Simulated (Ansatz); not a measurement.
All numbers were calculated with Ansatz.

A structure relaxed at PBE0-D4/def2-TZVP, charge 0, multiplicity 1:

```
atom   x (Å)   y (Å)   z (Å)
  C1   0.006   1.029  -1.115
 Al2   0.034  -0.593  -0.056
  N3  -0.061  -0.619   1.701
 Br4   0.198  -2.621  -1.056
  H5  -0.815   1.007  -1.837
  H6  -0.110   1.921  -0.495
  H7   0.931   1.133  -1.689
  H8  -0.137   0.198   2.286
  H9  -0.046  -1.456   2.261
```

Problem. Give its formula and SMILES.

Solution. CH5AlBrN, `[CH3][Al]([NH2])[Br]`.

Problem. Point group (tolerance 0.08 Å, 0.16 Å for H)?

Solution. Cs.

Problem. Summarise the bond lengths by kind.

Solution. 1 × Al–C 1.937 Å; 3 × C–H 1.093 to 1.094 Å; 1 × Al–N 1.760 Å; 1 × Al–Br 2.268 Å; 2 × H–N 1.007 Å.
